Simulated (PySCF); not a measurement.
sulfur trioxide (O₃S), SMILES S(=O)(=O)=O.

The structure is a stationary point at ωB97X-D3(BJ)/def2-TZVP.

Computed with ωB97X-D3(BJ)/def2-TZVP (PySCF).

Frequencies are harmonic and unscaled.

Modes within 1.5 cm⁻¹ of each other (mostly degenerate sets) share a row, with their intensities summed.

Computed vibrational spectrum:
| mode | ν (cm⁻¹) | IR (km/mol) | moving atoms (share of kinetic energy) |
|---|---|---|---|
| 1 | 517 | 39.9 | S 60 %, O 40 % |
| 2–3 | 541 | 61.3 | O 85 %, S 15 % |
| 4 | 1126 | 0.0 | O 100 % |
| 5–6 | 1452 | 445.9 | O 56 %, S 44 % |
